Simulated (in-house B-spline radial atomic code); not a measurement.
Response and correlation along the 14-electron series, closed shell [Ne] 3s2 (3p1/2)2; the second-order energy is extrapolated in partial waves. Computed with a B-spline radial code for spherical atoms: relativistic RPA and second-order many-body perturbation theory on Dirac-Hartree-Fock.

Closed in jj coupling only.

| ion | Z | dipole polarisability (bohr³) | quadrupole polarisability (bohr⁵) | ratio of RPA to uncoupled dipole | second order correlation energy (Eh) | C6 of two such ions (Eh bohr⁶) |
| --- | --- | --- | --- | --- | --- | --- |
| Se20+ | 34 | 0.098217 | 0.059266 | 1.0522 | -0.68292 | 0.02692 |
| Br21+ | 35 | 0.086184 | 0.045865 | 1.0523 | -0.68804 | 0.021856 |
| Kr22+ | 36 | 0.075931 | 0.035777 | 1.0523 | -0.69298 | 0.017871 |
| Rb23+ | 37 | 0.067145 | 0.028118 | 1.0522 | -0.69766 | 0.014708 |
| Sr24+ | 38 | 0.059576 | 0.022255 | 1.052 | -0.70215 | 0.012179 |
| Zr26+ | 40 | 0.047326 | 0.01422 | 1.0515 | -0.71052 | 0.0084868 |
| Nb27+ | 41 | 0.04235 | 0.011471 | 1.0511 | -0.7144 | 0.007137 |
| Mo28+ | 42 | 0.037989 | 0.009307 | 1.0506 | -0.71813 | 0.0060286 |
| Tc29+ | 43 | 0.034153 | 0.0075921 | 1.0501 | -0.72163 | 0.0051134 |
| Ru30+ | 44 | 0.030767 | 0.0062252 | 1.0495 | -0.72497 | 0.004354 |
| Rh31+ | 45 | 0.02777 | 0.0051295 | 1.0488 | -0.72813 | 0.0037207 |
| Pd32+ | 46 | 0.025109 | 0.0042464 | 1.0481 | -0.73111 | 0.0031903 |
| Ag33+ | 47 | 0.022741 | 0.003531 | 1.0473 | -0.73392 | 0.0027442 |
| Cd34+ | 48 | 0.020628 | 0.0029486 | 1.0465 | -0.73659 | 0.0023675 |

(1) How fast does the dipole polarisability fall along the series?

## Answers

(1) From 0.09822 to 0.02063 bohr³; a fit of its logarithm against log Z from Z = 34 to 48 has slope -4.52.
